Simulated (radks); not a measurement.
All-electron atom: the vanadium ion V2+ in [Ar] 3d3 (the NIST ground configuration). Method: scalar-relativistic Kohn-Sham, exchange-only B88, spin-polarised, spherical densities, finite nucleus; open shells are filled with parallel spins first; Fermi nuclear charge, rms radius 3.6002 fm; computed with a radial shooting solver on a logarithmic mesh with Libxc functionals. Some entries of the table are withheld. Estimate them.

orbital  occ.  eigenvalue (hartree)  <r^2> (bohr^2)
1s down     1             -197.7898        0.005936
1s up       1             -197.7889        0.005936
2s up       1             -22.71741          0.1125
2s down     1             -22.67750          0.1122
2p up       3             -19.06541             (1)
2p down     3             -19.03488             (2)
3s up       1              -3.18970           1.039
3s down     1              -3.06806           1.041
3p up       3              -2.22952           1.215
3p down     3              -2.10881           1.220
3d up       3                   (3)           2.234
3d down     0                   (4)           2.398

Answer. 
(1) 2p up <r^2> (bohr^2): 0.09273
(2) 2p down <r^2> (bohr^2): 0.09237
(3) 3d up eigenvalue (hartree): -0.79004
(4) 3d down eigenvalue (hartree): -0.67448
